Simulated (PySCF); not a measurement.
## A search over the determinants of SrZn⁺

Unrestricted PBE0; PySCF, scalar-relativistic core potentials, basis sets Sr def2-SVP with ECP28, Zn def2-SVP. Outer shells of the fragments: Sr+ 5s1; Zn 3d10 4s2.

Followed along the bond (rough minima from three points):

| 2Ms+1 | unpaired | ⟨S²⟩ at the start | R at minimum (Å) | Te (eV) |
| --- | --- | --- | --- | --- |
| 2 | σ ↑ | 0.75 | 3.42 | 0.00 |
| 2 | δ ↑ | 0.75 | 2.80 | 0.46 |
| 2 | π ↑ | 0.76 | 2.92 | 1.05 |
| 4 | σ ↑↑, π ↑ | 3.75 | 3.30 | 3.64 |

Solutions found at the starting distance of 3.000 Å, counted from the lowest of them; the search is not exhaustive and high or unbound solutions are not listed, so other states can lie among these:

```tsv
2Ms+1	unpaired	term	E (eV)	⟨S²⟩	⟨Lz²⟩	μ (D)
2	σ ↑	²Σ⁺	0.00	0.75	0.00	-2.31
2	π ↑	²Π	0.90	0.76	1.00	-5.58
2	δ ↑	²Δ	1.51	0.75	4.00	-2.38
4	σ ↑↑, π ↑	⁴Π	3.57	3.75	1.00	-3.68
4	σ ↑↑↑	⁴Σ⁺	3.98	3.75	0.00	-2.07
4	σ ↑, π ↑↑	⁴Σ⁻	4.25	3.75	0.00	-4.48
4	σ ↑↑, δ ↑	⁴Δ	5.05	3.75	4.00	-1.61
```

A term symbol is given only where ⟨S²⟩ and ⟨Lz²⟩ are close to those of a pure state; real π, δ and φ orbitals otherwise mix terms. A positive dipole points towards Zn; it is taken about the centre of mass and depends on that origin.

Q: Compare the gap between the two lowest followed solutions at the starting distance with the gap between their minima.

A: At PBE0 the second solution (doublet, unpaired electrons δ ↑) lies +1.51 eV from the first (doublet, unpaired electrons σ ↑) at 3.000 Å and +0.46 eV at the minima; the two curves relax by different amounts, since their minima lie near 2.80 and 3.42 Å.

Spin–orbit coupling is left out. Counting both spins, an empty level lies below a filled one in some of these solutions, because spin and occupation are held.
